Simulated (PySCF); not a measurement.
First SCF of a structure search on doublet MoON, at a hand-made bent geometry. PySCF input:

```python
from pyscf import gto, scf, dft
mol = gto.M(atom='''
Mo     0.000000     0.000000     0.000000
O     -1.458100     0.000000     1.021000
N      1.482700     0.000000     1.038200''',
    basis={'Mo': 'def2-TZVP', 'O': 'def2-TZVP', 'N': 'def2-TZVP'},
    ecp={'Mo': 'def2-TZVP'},
    charge=0, spin=1)
mf = dft.UKS(mol, xc='PBE0')
mf.grids.atom_grid = (50, 194)
aux = {'Mo': 'def2-universal-JKFIT', 'O': 'def2-universal-JKFIT', 'N': 'def2-universal-JKFIT'}
mf = mf.density_fit(auxbasis=aux)
mf.conv_tol = 1e-08
mf.diis_space = 10
mf.max_cycle = 60
mf.init_guess = 'minao'
mf.verbose = 4
mf.kernel()
```

Excerpt of the output (cycles alone):

```
init E= -191.37573207919
cycle= 1 E= -197.695833632548  delta_E= -6.32  |g|= 0.809  |ddm|= 2.72
cycle= 2 E= -191.208075141432  delta_E= 6.49  |g|= 3.06  |ddm|= 2.15
cycle= 3 E= -197.877935066179  delta_E= -6.67  |g|= 0.469  |ddm|= 2.05
cycle= 4 E= -197.517070975042  delta_E= 0.361  |g|= 1.03  |ddm|= 0.662
cycle= 5 E= -197.969194746646  delta_E= -0.452  |g|= 0.16  |ddm|= 0.533
cycle= 6 E= -197.980682094721  delta_E= -0.0115  |g|= 0.0289  |ddm|= 0.12
cycle= 7 E= -197.981025598191  delta_E= -0.000344  |g|= 0.0174  |ddm|= 0.0229
cycle= 8 E= -197.981192332152  delta_E= -0.000167  |g|= 0.00712  |ddm|= 0.0108
cycle= 9 E= -197.981317808493  delta_E= -0.000125  |g|= 0.00409  |ddm|= 0.0184
cycle= 10 E= -197.981397697626  delta_E= -7.99e-05  |g|= 0.00267  |ddm|= 0.0147
cycle= 11 E= -197.981470793181  delta_E= -7.31e-05  |g|= 0.00278  |ddm|= 0.016
cycle= 12 E= -197.981588025231  delta_E= -0.000117  |g|= 0.00213  |ddm|= 0.0327
cycle= 13 E= -197.981656587368  delta_E= -6.86e-05  |g|= 0.00221  |ddm|= 0.0358
cycle= 14 E= -197.981664553765  delta_E= -7.97e-06  |g|= 0.0027  |ddm|= 0.00755
cycle= 15 E= -197.981672302745  delta_E= -7.75e-06  |g|= 0.000767  |ddm|= 0.00879
cycle= 16 E= -197.981674254516  delta_E= -1.95e-06  |g|= 0.000227  |ddm|= 0.00465
cycle= 17 E= -197.981674520361  delta_E= -2.66e-07  |g|= 8.03e-05  |ddm|= 0.00171
cycle= 18 E= -197.981674557013  delta_E= -3.67e-08  |g|= 6.5e-05  |ddm|= 0.000704
cycle= 19 E= -197.981674570923  delta_E= -1.39e-08  |g|= 4.93e-05  |ddm|= 0.000417
cycle= 20 E= -197.981674577449  delta_E= -6.53e-09  |g|= 2.69e-05  |ddm|= 0.000222
Extra cycle  E= -197.981674573462  delta_E= 3.99e-09  |g|= 0.000115  |ddm|= 9.46e-05
converged SCF energy = -197.981674573462  <S^2> = 0.85991764  2S+1 = 2.1070526
```

This is not the lowest solution: another start and a stability analysis within the same unrestricted form found one 56.6 kJ/mol lower, at -198.00322 Eh.

Open d and f shells are described by one determinant, and the ground state may have another occupation or spin.

The search for the lowest solution, 3 starts and the stability check together, took 14 s on 4 threads of a shared Arm Neoverse N1 host, with 102 basis functions; the process peaked at 0.46 GiB. Launch command: `OMP_NUM_THREADS=4 python axn.py task.json out`.
